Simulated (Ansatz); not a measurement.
CH6NO3Ta (`C[N]=[Ta]([OH])([OH])[OH]`), one more setting.

```yaml
crystal:
  periodic: [false, false, false]
  atoms:
    - {symbol: C, position_ang: [-0.324778, -1.963672, 0.581530]}
    - {symbol: N, position_ang: [-0.097787, -0.622010, 0.185181]}
    - {symbol: Ta, position_ang: [0.185112, 1.051942, -0.309293]}
    - {symbol: O, position_ang: [1.929053, 1.191736, -1.094693]}
    - {symbol: O, position_ang: [-1.145668, 1.564252, -1.591587]}
    - {symbol: O, position_ang: [0.074502, 2.191388, 1.229260]}
    - {symbol: H, position_ang: [0.542672, -2.597886, 0.363427]}
    - {symbol: H, position_ang: [-1.187122, -2.395000, 0.059428]}
    - {symbol: H, position_ang: [-0.522313, -2.035335, 1.657687]}
    - {symbol: H, position_ang: [2.596271, 0.521595, -1.234737]}
    - {symbol: H, position_ang: [-1.873511, 1.063109, -1.956260]}
    - {symbol: H, position_ang: [-0.099434, 1.974678, 2.143955]}
basis:
  gaussian: {orbitals: def2-SVP}
total_charge: -1
magnetization: {spin_polarized: true, initial_magnetization: 1}
hamiltonian: {xc: {name: SPW92}, pseudopotentials: {relativity: scalar}}
output: {forces: true}
```

```sh
$ ansatz run in.yaml --threads 4 --pin off --events-out ev --progress --plain --max-ram 11315MiB
```

Output, abridged:

```
Functional definition: SPW92
1411 factors; their error is unknown
mean field evaluation 1: about -10234.8813 eV, gradient 6.3e1 eV
mean field evaluation 2: about -10088.3682 eV, gradient 1.8e2 eV
mean field evaluation 4: about -10248.4469 eV, gradient 2.6e1 eV
mean field evaluation 8: about -10251.2113 eV, gradient 3.6e-1 eV
mean field evaluation 16: about -10251.1516 eV, gradient 1.2e-3 eV
mean field -10251.15161348 eV, -376.7228733154 hartree, gradient 2.3e-5 eV, S^2 0.750657; 3 other end points of the search recorded, 0 dependent functions left out
reference -10251.15167022 eV, -376.7228754003 hartree; 29, 28 occupied and 103, 104 virtual orbitals, 1411 factors
Total energy: -10251.15167022 eV, -376.7228754003 hartree
Relativity: scalar
Atom 0 at    -0.324778    -1.963672     0.581530 Å, force     0.227459     1.344625    -0.397196 eV/Å
Atom 1 at    -0.097787    -0.622010     0.185181 Å, force    -0.161683    -0.955742     0.282319 eV/Å
Atom 2 at     0.185112     1.051942    -0.309293 Å, force    -0.055967    -0.333383     0.098315 eV/Å
Atom 3 at     1.929053     1.191736    -1.094693 Å, force    -0.543142     1.179673    -0.026649 eV/Å
Atom 4 at    -1.145668     1.564252    -1.591587 Å, force     0.784172     1.019124     0.186874 eV/Å
Atom 5 at     0.074502     2.191388     1.229260 Å, force     0.256749     0.748488    -1.030611 eV/Å
Atom 6 at     0.542672    -2.597886     0.363427 Å, force     0.604472    -0.475466    -0.144672 eV/Å
Atom 7 at    -1.187122    -2.395000     0.059428 Å, force    -0.611013    -0.332717    -0.357942 eV/Å
Atom 8 at    -0.522313    -2.035335     1.657687 Å, force    -0.143552    -0.080092     0.764968 eV/Å
Atom 9 at     2.596271     0.521595    -1.234737 Å, force     0.682984    -0.928134    -0.089583 eV/Å
Atom 10 at    -1.873511     1.063109    -1.956260 Å, force    -0.818314    -0.746232    -0.331330 eV/Å
Atom 11 at    -0.099434     1.974678     2.143955 Å, force    -0.222165    -0.440143     1.045509 eV/Å
Dipole moment:    -0.034030    -0.201496     0.059544 e Å
```

Run time 2.5 s (4 threads of an Intel Xeon Platinum 8259CL on a shared host); peak host memory 0.63 GiB.
